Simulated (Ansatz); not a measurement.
Start from `CO[Si](F)(F)SC` and change one atom or group to get `CO[Si](N)(F)F`.

Ansatz, PBE0-D4/def2-TZVP geometries, multiplicity 1. Each molecule was computed in one conformer, which needn't be the lowest.

```json
{"property": "size of the dipole moment (ωB97M-V/def2-TZVPP) / D", "`CO[Si](F)(F)SC`": "2.03"}
{"property": "LUMO energy (PBE/def2-TZVPP) / eV", "`CO[Si](F)(F)SC`": "-0.84"}
{"property": "HOMO energy (ωB97M-V/def2-TZVPP) / eV", "`CO[Si](F)(F)SC`": "-9.68"}
{"property": "HOMO–LUMO gap (B3LYP/def2-TZVPP) / eV", "`CO[Si](F)(F)SC`": "7.07"}
{"property": "HOMO–LUMO gap (ωB97M-V/def2-TZVPP) / eV", "`CO[Si](F)(F)SC`": "11.66"}
{"property": "LUMO energy (B3LYP/def2-TZVPP) / eV", "`CO[Si](F)(F)SC`": "-0.14"}
```

**Question.** Give the same properties after the change, and the shifts. (Estimate.)

**Answer.** The calculation gave: 
| property | `CO[Si](N)(F)F` | shift |
| --- | --- | --- |
| size of the dipole moment (ωB97M-V/def2-TZVPP) / D | 1.65 | -0.38 |
| LUMO energy (PBE/def2-TZVPP) / eV | -0.09 | 0.75 |
| HOMO energy (ωB97M-V/def2-TZVPP) / eV | -10.58 | -0.90 |
| HOMO–LUMO gap (B3LYP/def2-TZVPP) / eV | 8.30 | 1.23 |
| HOMO–LUMO gap (ωB97M-V/def2-TZVPP) / eV | 12.82 | 1.16 |
| LUMO energy (B3LYP/def2-TZVPP) / eV | 0.42 | 0.56 |

With PBE0 the HOMO falls by 0.69 eV and the LUMO rises by 0.68 eV, so the gap widens by about 1.37 eV. PBE moves the HOMO by -0.41 eV and ωB97M-V by -0.90 eV. Dipoles are sizes alone; their direction can turn.

B3LYP here is the variant with VWN-RPA as its local correlation; programs differ in this.
